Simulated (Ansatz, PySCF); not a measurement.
AlH3 (SMILES [AlH3]) and CH4O (SMILES CO) are pulled apart as rigid monomers along the line of their centres of mass, from the B3LYP-D3(BJ)/def2-TZVP minimum. Starting geometry (charge 0, multiplicity 1):
```tsv
atom	x (Å)	y (Å)	z (Å)
Al	-0.9340	-0.2095	0.6632
H	-1.0040	-1.7970	0.7383
H	-0.1999	0.4980	-0.5624
H	-2.1270	0.5924	1.3606
C	0.2826	-0.1259	3.4020
O	0.5156	0.1218	1.9966
H	1.2291	-0.0849	3.9380
H	-0.1346	-1.1271	3.4633
H	-0.4281	0.5967	3.8015
H	0.9572	0.9688	1.8604
```

Interaction energies with rigid monomers; basis-set methods are counterpoise corrected unless marked otherwise.

Rows in 6-31G* carry no dispersion term and start afresh at each structure (6-31G* with six Cartesian d functions). MP2/6-31G* freezes PySCF's default core.

Codes used: Ansatz (an electronic-structure program); PySCF for 6-31G* rows, the dispersion terms. Each number belongs to the level named beside it.

```
Al1···O6 (Å)  r2SCAN-D3(BJ)/def2-TZVPPD (meV)  r2SCAN-D4/def2-TZVPPD (meV)  B3LYP-D3(BJ)/def2-TZVPPD (meV)  PBE0/def2-TZVPPD (meV)  MP2/6-31G* (meV)
------------  -------------------------------  ---------------------------  ------------------------------  ----------------------  ----------------
1.80                                  -1089.7                      -1086.9                          -971.5                  -970.4            -804.0
2.00                                  -1248.8                      -1246.1                         -1156.1                 -1139.6           -1099.3
2.29                                  -1046.3                      -1043.9                          -986.6                       ?            -993.9
2.78                                   -596.6                       -594.7                          -572.5                  -538.4                 ?
3.57                                   -222.7                       -221.8                          -218.4                  -198.2            -220.2
```

Task: Some entries are withheld; supply them.

Result: 
- 2.78, MP2/6-31G* (meV): -588.8
- 2.29, PBE0/def2-TZVPPD (meV): -957.5
